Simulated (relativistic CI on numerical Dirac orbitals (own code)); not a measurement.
# Cu4+ in a cubic cluster: 1s photoemission with charge transfer

Computed with a charge-transfer multiplet model of a cubic metal-ligand cluster with up to 2 ligand holes, Slater and spin-orbit integrals from Dirac-Coulomb-Breit ions, Slater integrals scaled by 0.7. The ground state mixes d7 with configurations of k ligand holes L, whose averages lie at kΔ + k(k − 1)U_dd/2; a core hole lowers each added d electron by U_cd. 300 K, Lorentzian 1.1 eV and Gaussian 0.6 eV FWHM.

Atomic integrals in eV (Slater integrals scaled, ζ unscaled), ground: F2dd 10.358, F4dd 6.495, zeta_d 0.120; with the core hole: F2dd 11.457, F4dd 7.209, zeta_d 0.161, G2cd 0.073.

Cluster parameters (eV): U_dd = 6.6, U_cd = 7.4, 10Dq = 0.4, 10Dq(ligand) = 1.3, V(eg) = 3.75, V(t2g) = -1.65, final-state hopping factor = 1.

```csv
Case,n_d,d7,d8L,d9L2,S
Δ = -2.9 eV,8.07,0.17,0.60,0.24,0.51
Δ = -0.9 eV,7.93,0.24,0.59,0.17,0.52
Δ = 0.1 eV,7.86,0.28,0.57,0.14,0.52
Δ = 2.1 eV,7.71,0.39,0.52,0.09,0.57
Δ = 3.1 eV,7.63,0.45,0.48,0.07,0.65
```

Weights, n_d and S are thermal averages at 300 K. Binding energies count from the first peak over 30 % of the highest in each spectrum, which can be another peak from case to case. The parameters are a model scan and need not match a compound or its usual spin state. Peaks in eV (height, largest 100):
- Δ = -2.9 eV: 0.0 (100), 12.6 (7), 13.7 (8)
- Δ = -0.9 eV: 0.0 (100), 12.6 (9)
- Δ = 0.1 eV: 0.0 (100), 12.5 (11)
- Δ = 2.1 eV: 0.0 (100), 12.2 (13)
- Δ = 3.1 eV: 0.0 (100), 12.1 (13)

Curve for Δ = -0.9 eV (points under 2 left out, the grid thinned):

```tsv
E (eV)	Intensity
-3.6	2.8
-3.3	3.3
-3.1	3.7
-2.8	4.6
-2.5	5.7
-2.3	6.7
-2.0	8.9
-1.8	10.9
-1.5	15.5
-1.2	23.3
-1.0	31.8
-0.7	52.0
-0.4	79.9
-0.2	95.4
0.1	97.1
0.4	73.6
0.6	54.8
0.9	33.5
1.1	24.5
1.4	16.2
1.7	11.4
1.9	9.3
2.2	7.1
2.5	5.5
2.7	4.8
3.0	3.9
3.3	3.2
3.5	2.9
3.8	2.5
4.0	2.3
10.8	2.0
11.1	2.7
11.3	3.4
11.6	4.9
11.9	6.9
12.1	8.2
12.4	9.2
12.7	9.3
12.9	9.1
13.2	8.7
13.4	7.9
13.7	6.2
14.0	4.2
14.2	3.2
14.5	2.2
```

For the case Δ = 0.1 eV, Δ = 0.1 eV is smaller than U_dd = 6.6 eV, the charge-transfer side of the Zaanen-Sawatzky-Allen scheme. With the core hole the configuration with one ligand hole lies at Δ − U_cd = -10.3, -8.3, -7.3, -5.3, -4.3 eV from the one without, in the order of the table; where this is negative the screened configuration lies lower, though the effective hopping of about 5.4 eV (from the holes of the mixed ground state) mixes the two strongly wherever it is as large as the gap.

With at most 2 ligand holes the space is cut while the next configuration still counts, so covalency is underestimated, and a final configuration with one more ligand hole, which can lie low, is missing from the spectra.
